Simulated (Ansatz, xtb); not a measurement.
## Two isomers of GeH10SSi3

Structure X is `[SiH3][SiH]([GeH3])[SiH2]S`, a singlet and structure Y is `[SiH3][SiH](S)[SiH2][GeH3]`, a singlet. Both are isolated molecules in the gas phase, relaxed with B3LYP-D3(BJ)/def2-SVP, each in the lowest conformer that the search found.

X (Å):

```yaml
atoms:
  - { symbol: Ge, position_ang: [-0.0055, 1.8674, -1.2393] }
  - { symbol: S, position_ang: [-2.5380, -0.6283, 0.9506] }
  - { symbol: Si, position_ang: [0.4520, 1.7491, 2.6172] }
  - { symbol: Si, position_ang: [-0.9324, 2.5090, 0.8767] }
  - { symbol: Si, position_ang: [-3.0278, 1.4798, 1.0984] }
  - { symbol: H, position_ang: [1.7806, 2.4281, 2.5629] }
  - { symbol: H, position_ang: [0.6526, 0.2796, 2.4647] }
  - { symbol: H, position_ang: [-0.1773, 2.0210, 3.9431] }
  - { symbol: H, position_ang: [-1.0931, 3.9944, 0.9394] }
  - { symbol: H, position_ang: [1.2912, 2.6551, -1.5271] }
  - { symbol: H, position_ang: [-1.0102, 2.1393, -2.3791] }
  - { symbol: H, position_ang: [0.3274, 0.3622, -1.2215] }
  - { symbol: H, position_ang: [-3.9691, 1.8901, 0.0144] }
  - { symbol: H, position_ang: [-3.6703, 1.7931, 2.4095] }
  - { symbol: H, position_ang: [-3.8079, -1.0836, 1.0695] }
```

Y (Å):

```xyz
15

Ge   -1.1667    0.3571   -2.1251
S    -2.6332    0.2514    3.5154
Si   -0.5268    2.6622    1.6556
Si   -1.3646    0.4682    1.7579
Si   -2.5361   -0.0742   -0.2047
H     0.2590    2.9819    2.8825
H     0.3345    2.8535    0.4500
H    -1.6869    3.5989    1.5638
H    -0.2567   -0.5063    1.9772
H    -3.5316    1.1788    3.1071
H    -3.7538    0.7909   -0.2704
H    -2.9699   -1.5028   -0.1821
H    -1.8717   -0.0594   -3.4333
H    -0.8354    1.8629   -2.2022
H     0.1626   -0.4204   -2.0162
```

Question: Estimate E(Y) − E(X) at the level CCSD(T)/def2-SVP + ΔMP2/def2-TZVPP.

Answer: Calculated at CCSD(T)/def2-SVP + ΔMP2/def2-TZVPP: E(Y) − E(X) = +1.59 kcal/mol, so structure X lies lower.

Level by level:

| level | geometry | E(Y) − E(X) (kcal/mol) | departure from the last row (kcal/mol) | job, with rough time for the two |
| --- | --- | --- | --- | --- |
| GFN2-xTB | GFN2-xTB | −0.70 | −2.29 | optimisation, 0.57 s |
| HF/STO-3G | GFN2-xTB | −0.34 | −1.93 | single point, 1.4 s |
| r2SCAN-D4/def2-SVP | GFN2-xTB | +0.47 | −1.12 | single point, 6.9 s |
| B3LYP-D3(BJ)/def2-SVP | B3LYP-D3(BJ)/def2-SVP | +1.67 | +0.07 | optimisation, 3.1 min |
| HF/def2-SVP | B3LYP-D3(BJ)/def2-SVP | +2.29 | +0.70 | part of the CCSD(T) run |
| MP2/def2-SVP | B3LYP-D3(BJ)/def2-SVP | +2.89 | +1.30 | part of the CCSD(T) run |
| CCSD(T)/def2-SVP | B3LYP-D3(BJ)/def2-SVP | +2.41 | +0.82 | single point |
| CCSD(T)/def2-SVP + ΔMP2/def2-TZVPP | B3LYP-D3(BJ)/def2-SVP | +1.59 |  | single point, 2.1 min |

As drawn, both hold the same kinds of bond in the same numbers.

GFN2-xTB puts the two in the other order. HF/STO-3G, r2SCAN-D4/def2-SVP find them nearly level. The largest departure from CCSD(T)/def2-SVP + ΔMP2/def2-TZVPP is that of GFN2-xTB, 2.29 kcal/mol. The last row adds to CCSD(T) the change of the MP2 difference between the two basis sets, here −0.82 kcal/mol.

With thermal terms from frequencies at re-optimised GFN2-xTB minima (ideal gas, soft modes damped towards free rotors, one conformer each, 298.15 K, 1 atm): the zero-point term adds +0.03 kcal/mol; ΔH is +1.60 and ΔG +1.75 kcal/mol.

The correlated steps freeze 29 core orbitals; the filled d shell of Ge is correlated, in a basis made for valence electrons. Run with Ansatz 0.2.0, xtb 6.7.1; the last row on 2 threads of Intel(R) Xeon(R) Processor @ 2.70GHz on a shared host.
